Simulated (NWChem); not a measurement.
System: C$_{4}$H$_{2}$F$_{2}$O; SMILES C#CC(F)(F)C=O

NWChem input:

```
start job
memory heap 200 mb stack 900 mb global 1100 mb
geometry units angstroms noautoz
  C      1.142265    -2.205211    -0.013159
  C      0.420969    -1.236107     0.032185
  C     -0.381073    -0.009656     0.042873
  F     -0.755349     0.314827     1.286929
  F     -1.496796    -0.171448    -0.711034
  C      0.414328     1.156686    -0.579473
  O      0.858151     2.051628     0.070301
  H      1.772565    -3.076609    -0.043422
  H      0.524153     1.070063    -1.688669
end
basis spherical
  * library 6-31g*
end
dft
  xc scan
  grid coarse
  iterations 150
  mulliken
end
task dft gradient
```

Parts of the log:

```
             Northwest Computational Chemistry Package (NWChem) 7.3.0
             --------------------------------------------------------

 C1  symmetry detected

                             Geometry "geometry" -> ""
                             -------------------------

 Output coordinates in angstroms (scale by  1.889725989 to convert to a.u.)

  No.       Tag          Charge          X              Y              Z
 ---- ---------------- ---------- -------------- -------------- --------------
    1 C                    6.0000     0.98947834    -2.32845525     0.03281610
    2 C                    6.0000     0.34697373    -1.30449092     0.04590934
    3 C                    6.0000    -0.35474829    -0.01825966     0.01828661
    4 F                    9.0000    -0.72805785     0.35760972     1.24808710
    5 F                    9.0000    -1.46370308    -0.10474754    -0.75768334
    6 C                    6.0000     0.54406074     1.06968936    -0.60528393
    7 O                    8.0000     1.04406724     1.93831655     0.03937613
    8 H                    1.0000     1.54877183    -3.24753979     0.03113817
    9 H                    1.0000     0.66995148     0.95434671    -1.71014973

 Effective nuclear repulsion energy (a.u.)     281.0275059267

                                 NWChem DFT Module
                                 -----------------

 Summary of "ao basis" -> "ao basis" (spherical)
 ------------------------------------------------------------------------------
       Tag                 Description            Shells   Functions and Types
 ---------------- ------------------------------  ------  ---------------------
 C                           6-31g*                  6       14   3s2p1d
 F                           6-31g*                  6       14   3s2p1d
 O                           6-31g*                  6       14   3s2p1d
 H                           6-31g*                  2        2   2s

            General Information
            -------------------
          SCF calculation type: DFT
          Wavefunction type:  closed shell.
          No. of atoms     :     9
          No. of electrons :    52
           Alpha electrons :    26
            Beta electrons :    26
          Charge           :     0
          Spin multiplicity:     1
          Use of symmetry is: off; symmetry adaption is: off
          Maximum number of iterations: 150
          AO basis - number of functions:   102
                     number of shells:    46
          Convergence on energy requested:  1.00D-06
          Convergence on density requested:  1.00D-05
          Convergence on gradient requested:  5.00D-04

              XC Information
              --------------
                         SCAN Method XC Functional
                  SCAN metaGGA Exchange Functional  1.000
                        SCAN Correlation Potential  1.000

             Grid Information
             ----------------
          Grid used for XC integration:  coarse
          Radial quadrature: Mura-Knowles
          Angular quadrature: Lebedev.
          Tag              B.-S. Rad. Rad. Pts. Rad. Cut. Ang. Pts.
          ---              ---------- --------- --------- ---------
          C                   0.70       35          11.0       302
          F                   0.50       35          11.0       302
          O                   0.60       35          12.0       302
          H                   0.35       35          11.0       302
          Grid pruning is: on
          Number of quadrature shells:   315
          Spatial weights used:  Erf1

      Superposition of Atomic Density Guess
      -------------------------------------

 Sum of atomic energies:        -425.13649795

      Non-variational initial energy
      ------------------------------

 Total energy =    -427.921551
 1-e energy   =   -1143.764508
 2-e energy   =     434.815451
 HOMO         =      -0.285197
 LUMO         =      -0.032838

     ---------------------------------------------
      Total Density - Mulliken Population Analysis
     ---------------------------------------------

    Atom       Charge   Shell Charges
 -----------   ------   -------------------------------------------------------
    1 C    6     6.43   2.00  0.75  1.87  0.70  1.09  0.03
    2 C    6     5.98   2.00  0.75  1.89  0.50  0.81  0.03
    3 C    6     4.81   2.00  0.64  1.37  0.32  0.38  0.10
    4 F    9     9.50   2.00  0.94  3.41  1.03  2.11  0.01
    5 F    9     9.51   2.00  0.94  3.41  1.03  2.12  0.01
    6 C    6     5.40   2.00  0.71  1.53  0.53  0.55  0.08
    7 O    8     8.79   2.00  0.95  3.09  0.92  1.80  0.02
    8 H    1     0.71   0.42  0.29
    9 H    1     0.87   0.48  0.39

   convergence    iter        energy       DeltaE   RMS-Dens  Diis-err
 ---------------- ----- ----------------- --------- --------- ---------
 d= 0,ls=0.0,diis     1   -428.0068378789 -7.09D+02  2.90D-02  2.02D+00
 d= 0,ls=0.0,diis     2   -427.0662080679  9.41D-01  2.13D-02  1.17D+01
 d= 0,ls=0.0,diis     3   -428.2115598168 -1.15D+00  4.78D-03  2.43D-01
 d= 0,ls=0.0,diis     4   -428.2233354922 -1.18D-02  2.47D-03  1.27D-01
 d= 0,ls=0.0,diis     5   -428.2357036197 -1.24D-02  1.01D-03  1.93D-02
  Resetting Diis
 d= 0,ls=0.0,diis     6   -428.2379200768 -2.22D-03  3.01D-04  2.46D-03
 d= 0,ls=0.0,diis     7   -428.2382121627 -2.92D-04  1.23D-04  5.55D-05
 d= 0,ls=0.0,diis     8   -428.2382072479  4.91D-06  6.99D-05  1.11D-04
 d= 0,ls=0.0,diis     9   -428.2382178100 -1.06D-05  1.61D-05  4.08D-06
 d= 0,ls=0.0,diis    10   -428.2382182544 -4.44D-07  5.80D-06  6.60D-07

         Total DFT energy =     -428.238218254404
      One electron energy =    -1146.090891545465
           Coulomb energy =      488.568000245432
    Exchange-Corr. energy =      -51.742832881069
 Nuclear repulsion energy =      281.027505926698

 Numeric. integr. density =       52.000033019906

                       DFT Final Molecular Orbital Analysis
                       ------------------------------------

 Vector   24  Occ=2.000000D+00  E=-2.936527D-01
              MO Center=  6.0D-01, -1.4D+00,  3.9D-02, r^2= 2.4D+00
   Bfn.  Coefficient  Atom+Function         Bfn.  Coefficient  Atom+Function
  ----- ------------  ---------------      ----- ------------  ---------------
    17      0.336059  2 C  px                 3      0.291306  1 C  px
     4      0.201167  1 C  py                21      0.191764  2 C  px
     7      0.189042  1 C  px                19     -0.165195  2 C  pz
     5     -0.158579  1 C  pz                18      0.157193  2 C  py
    89     -0.151738  7 O  pz                 8      0.103913  1 C  py

 Vector   25  Occ=2.000000D+00  E=-2.887424D-01
              MO Center=  5.5D-01, -1.7D+00,  4.9D-02, r^2= 1.7D+00
   Bfn.  Coefficient  Atom+Function         Bfn.  Coefficient  Atom+Function
  ----- ------------  ---------------      ----- ------------  ---------------
    19      0.377593  2 C  pz                 5      0.375288  1 C  pz
     9      0.235468  1 C  pz                23      0.199468  2 C  pz
    17      0.143711  2 C  px                 3      0.141155  1 C  px
    60     -0.108323  5 F  py                45     -0.102161  4 F  px
    46      0.094661  4 F  py                59      0.090682  5 F  px

 Vector   26  Occ=2.000000D+00  E=-2.469240D-01
              MO Center=  6.8D-01,  1.1D+00, -2.2D-01, r^2= 2.8D+00
   Bfn.  Coefficient  Atom+Function         Bfn.  Coefficient  Atom+Function
  ----- ------------  ---------------      ----- ------------  ---------------
    89      0.426283  7 O  pz                34     -0.305124  3 C  s
    93      0.303544  7 O  pz               102      0.252923  9 H  s
    87     -0.238982  7 O  px                32     -0.201822  3 C  py
    88     -0.201739  7 O  py                91     -0.172846  7 O  px
   101      0.164893  9 H  s                 92     -0.148686  7 O  py

 Vector   27  Occ=0.000000D+00  E=-9.055281D-02
              MO Center=  5.9D-01,  7.5D-01, -3.1D-01, r^2= 3.1D+00
   Bfn.  Coefficient  Atom+Function         Bfn.  Coefficient  Atom+Function
  ----- ------------  ---------------      ----- ------------  ---------------
    73      0.383911  6 C  px                77      0.363136  6 C  px
    87     -0.341105  7 O  px                91     -0.332610  7 O  px
    78     -0.254316  6 C  py                74     -0.235306  6 C  py
    88      0.221979  7 O  py                92      0.215249  7 O  py
     7     -0.204682  1 C  px                 3     -0.180379  1 C  px

 Vector   28  Occ=0.000000D+00  E=-2.838683D-02
              MO Center=  4.7D-01, -1.4D+00,  4.1D-02, r^2= 2.6D+00
   Bfn.  Coefficient  Atom+Function         Bfn.  Coefficient  Atom+Function
  ----- ------------  ---------------      ----- ------------  ---------------
     9      0.527997  1 C  pz                23     -0.433553  2 C  pz
     5      0.402240  1 C  pz                19     -0.354013  2 C  pz
    37     -0.240662  3 C  pz                33     -0.211057  3 C  pz
    48      0.188482  4 F  s                 62     -0.155468  5 F  s
    59     -0.152939  5 F  px                90      0.148558  7 O  s

 Vector   29  Occ=0.000000D+00  E= 2.573832D-03
              MO Center=  5.9D-01, -1.1D+00, -6.7D-02, r^2= 3.4D+00
   Bfn.  Coefficient  Atom+Function         Bfn.  Coefficient  Atom+Function
  ----- ------------  ---------------      ----- ------------  ---------------
     7      0.465804  1 C  px                21     -0.400286  2 C  px
    17     -0.333995  2 C  px                76      0.320661  6 C  s
    22     -0.311291  2 C  py                 3      0.305887  1 C  px
    78     -0.260021  6 C  py                 8      0.258177  1 C  py
    74     -0.248619  6 C  py                18     -0.224856  2 C  py

     ---------------------------------------------
      Total Density - Mulliken Population Analysis
     ---------------------------------------------

    Atom       Charge   Shell Charges
 -----------   ------   -------------------------------------------------------
    1 C    6     6.48   2.00  0.69  1.96  0.70  1.10  0.02
    2 C    6     5.78   2.00  0.69  2.02  0.44  0.61  0.03
    3 C    6     5.37   2.00  0.70  1.90  0.26  0.40  0.13
    4 F    9     9.30   2.00  0.94  3.31  1.05  1.98  0.02
    5 F    9     9.32   2.00  0.94  3.30  1.05  2.00  0.02
    6 C    6     5.84   2.00  0.72  1.95  0.48  0.61  0.09
    7 O    8     8.32   2.00  0.93  2.84  0.95  1.57  0.03
    8 H    1     0.74   0.50  0.24
    9 H    1     0.85   0.52  0.32

     -------------------------------------------
      Total Density - Lowdin Population Analysis
     -------------------------------------------

    Atom       Charge   Shell Charges
 -----------   ------   -------------------------------------------------------
    1 C    6     6.13   1.99  0.57  1.78  0.47  1.29  0.05
    2 C    6     6.06   1.99  0.55  1.81  0.41  1.24  0.06
    3 C    6     5.83   1.98  0.51  1.68  0.36  1.00  0.30
    4 F    9     9.08   1.99  0.94  3.18  0.81  2.13  0.04
    5 F    9     9.10   1.99  0.94  3.18  0.81  2.14  0.04
    6 C    6     5.96   1.98  0.56  1.75  0.42  1.05  0.20
    7 O    8     8.12   1.99  0.86  2.70  0.70  1.81  0.06
    8 H    1     0.81   0.46  0.35
    9 H    1     0.89   0.50  0.39

     Multipole analysis of the density
     ---------------------------------

     L   x y z        total         alpha         beta         nuclear
     -   - - -        -----         -----         ----         -------
     0   0 0 0     -0.000000    -26.000000    -26.000000     52.000000

     1   1 0 0      0.374575      0.187287      0.187287     -0.000000
     1   0 1 0     -0.942166     -0.471083     -0.471083     -0.000000
     1   0 0 1     -0.560950     -0.280475     -0.280475     -0.000000

     2   2 0 0    -27.970826    -93.885181    -93.885181    159.799537
     2   1 1 0     -4.428424      1.665036      1.665036     -7.758496
     2   1 0 1     -0.734218      0.864722      0.864722     -2.463662
     2   0 2 0    -25.367709   -177.615936   -177.615936    329.864162
     2   0 1 1     -1.386649      1.263551      1.263551     -3.913751
     2   0 0 2    -27.640334    -57.286376    -57.286376     86.932419

            General Information
            -------------------
          SCF calculation type: DFT
          Wavefunction type:  closed shell.
          No. of atoms     :     9
          No. of electrons :    52
           Alpha electrons :    26
            Beta electrons :    26
          Charge           :     0
          Spin multiplicity:     1
          Use of symmetry is: off; symmetry adaption is: off
          Maximum number of iterations: 150
          AO basis - number of functions:   102
                     number of shells:    46
          Convergence on energy requested:  1.00D-06
          Convergence on density requested:  1.00D-05
          Convergence on gradient requested:  5.00D-04

              XC Information
              --------------
                         SCAN Method XC Functional
                  SCAN metaGGA Exchange Functional  1.000
                        SCAN Correlation Potential  1.000

             Grid Information
             ----------------
          Grid used for XC integration:  coarse
          Radial quadrature: Mura-Knowles
          Angular quadrature: Lebedev.
          Tag              B.-S. Rad. Rad. Pts. Rad. Cut. Ang. Pts.
          ---              ---------- --------- --------- ---------
          C                   0.70       35          11.0       302
          F                   0.50       35          11.0       302
          O                   0.60       35          12.0       302
          H                   0.35       35          11.0       302
          Grid pruning is: on
          Number of quadrature shells:   315
          Spatial weights used:  Erf1

          Convergence Information
          -----------------------
          Convergence aids based upon iterative change in
          total energy or number of iterations.
          Levelshifting, if invoked, occurs when the
          HOMO/LUMO gap drops below (HL_TOL):  1.00D-02
          DIIS, if invoked, will attempt to extrapolate
          using up to (NFOCK): 10 stored Fock matrices.

                    Damping( 0%)  Levelshifting(0.5)       DIIS
                  --------------- ------------------- ---------------
          dE  on:    start            ASAP                start
          dE off:    2 iters        150 iters           150 iters

                            NWChem DFT Gradient Module
                            --------------------------

  charge          =   0.00
  wavefunction    = closed shell

                         DFT ENERGY GRADIENTS

    atom               coordinates                        gradient
                 x          y          z           x          y          z
   1 C       1.869843  -4.400142   0.062013   -0.002196   0.001713   0.000536
   2 C       0.655685  -2.465130   0.086756    0.001168  -0.000003  -0.000447
   3 C      -0.670377  -0.034506   0.034557   -0.012403   0.005683   0.003292
   4 F      -1.375830   0.675784   2.358543    0.001999  -0.002941  -0.009543
   5 F      -2.765998  -0.197944  -1.431814    0.007728   0.000514   0.006257
   6 C       1.028126   2.021420  -1.143821    0.007444   0.013902   0.014455
   7 O       1.973001   3.662887   0.074410   -0.007538  -0.013472  -0.010296
   8 H       2.926754  -6.136960   0.058843    0.003402  -0.005207  -0.000114
   9 H       1.266025   1.803454  -3.231714    0.000397  -0.000189  -0.004138
```

Level: SCAN/6-31G* (spherical d). The geometry was optimised at PBE0/def2-SVP.
